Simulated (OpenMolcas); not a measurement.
# Nb4+ in Cs2ZrCl6: curves along the breathing mode

Nb4+ with its 6 nearest chloride ions, on the Zr site of Cs2ZrCl6 (a = 10.407 Å, distance in the model lattice 2.446 Å). The rest of the host is ab initio model potentials to 7.6 Å and point charges beyond; the distance is set by hand and nothing relaxes. Ligand basis ANO-RCC-VDZP.

```
Program             : OpenMolcas 26.06
Method              : SS-CASPT2, IPEA 0.25 Eh, imaginary shift 0.1 Eh (closed shells correlated: 4s 4p and the ligand valence shells)
Basis               : ANO-RCC-VDZP [6s5p3d1f]
Scalar Hamiltonian  : DKH2, point nucleus
Active space        : 1 electron in 5 orbitals (4d)
State averaging     : 2S+1 = 2 even, 5 roots
Spin-orbit coupling : RASSI with atomic mean-field integrals over the reference wave functions
```

Spin-free energies (labels of O, the rotations of Oh) in cm-1 above the lowest fitted minimum, as all ligands move together:

```csv
R (Å),2T2,2E
2.281,2410,36130
2.335,210,31410
2.388,500,29730
2.442,3280,30500
2.496,8040,33330
2.549,13880,37740
2.603,20970,43570
```

Cubic fits give the following; the wavenumber is harmonic, with the mass of all moving ligands, small differences in it between states hang on the degree of the fit, a number in brackets counts states of one label, and the table is a selection of at most 14 states with clean curves.

| State | R0 (Å) | Breathing mode (cm-1) | Minimum (cm-1) |
| --- | --- | --- | --- |
| 2T2 | 2.352 | 378 | 0 |
| 2E | 2.398 | 365 | 29680 |

The minimum of 2E is shifted by +0.0458 Å against 2T2 (from the unrounded fits). With M = 212.7 u for the moving shell, the Huang-Rhys factor in this mode is S = M ω ΔR² / 2ħ = 0.01483 × 212.7 × 378 × 0.0458² = 2.50. Only the first shell moves, against a rigid host.

Roots that are degenerate in the reference are averaged as groups; the widest CASPT2 spread within a group is 180 cm-1 (the 3-fold group of multiplicity 2 near 0 cm-1 above the lowest state of its run, R = 2.281). Shifts and gaps below about the spread of the groups concerned are not significant. Over all roots computed the reference weight is 0.67 in R = 2.281, 0.67 in R = 2.335, 0.67 in R = 2.388, 0.67 in R = 2.442, 0.67 in R = 2.496, 0.67 in R = 2.549, 0.67 in R = 2.603; a low but even weight reflects the number of correlated electrons. An orbital triplet at a regular site is open to Jahn-Teller coupling, which can distort the site and quench the lowest spin-orbit gaps and is left out. Ligand-to-metal charge-transfer states are missing. With one d shell and no ligand orbital active, 10Dq can be off by a tenth or more. The least metal-like active orbital is 66 % on the metal (Löwdin) and no ligand orbital is active, so the numbers are rough (holds for R = 2.281). The least metal-like active orbital is 68 % on the metal (Löwdin) and no ligand orbital is active, so the numbers are rough (holds for R = 2.335). The least metal-like active orbital is 69 % on the metal (Löwdin) and no ligand orbital is active, so the numbers are rough (holds for R = 2.388). The least metal-like active orbital is 71 % on the metal (Löwdin) and no ligand orbital is active, so the numbers are rough (holds for R = 2.442). The least metal-like active orbital is 72 % on the metal (Löwdin) and no ligand orbital is active, so the numbers are rough (holds for R = 2.496; R = 2.549). The least metal-like active orbital is 73 % on the metal (Löwdin) and no ligand orbital is active, so the numbers are rough (holds for R = 2.603). No measured value stands beside these numbers.
